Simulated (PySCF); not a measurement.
## How methods differ on the ionisation energy of Ar²⁺

Ar²⁺ [Ne] 3s2 3p4 (3P) → Ar³⁺ [Ne] 3s2 3p3 (4S), as a difference of total energies. Calculation: PySCF 2.14, in dyall-av2z (13s9p2d, 50 functions); no relativity, point nucleus. Correlated levels: valence: [Ne] frozen; virtual orbitals above 40 to 60 times the deepest correlated orbital energy dropped. The calculations carry no spin-orbit coupling.

```csv
method,ionisation energy (eV),plus first-order spin-orbit estimate,difference from reference of that sum (eV)
UHF,39.274,39.336,-1.399
MP2 (valence),39.835,39.897,-0.838
SCS-MP2 (valence),39.868,39.930,-0.805
CCSD (valence),39.848,39.909,-0.826
CCSD(T) (valence),39.860,39.922,-0.813
CCSDT (valence),39.863,39.924,-0.811
```

Reference: 40.735 ± 0.012 eV (semi-empirical (NIST evaluation); NIST Atomic Spectra Database, ionization energies).

A first-order spin-orbit estimate (lowest level to lowest level, LS coupling) adds 0.061 eV.

Errors of the correlated levels include the incompleteness of this basis and the frozen core.
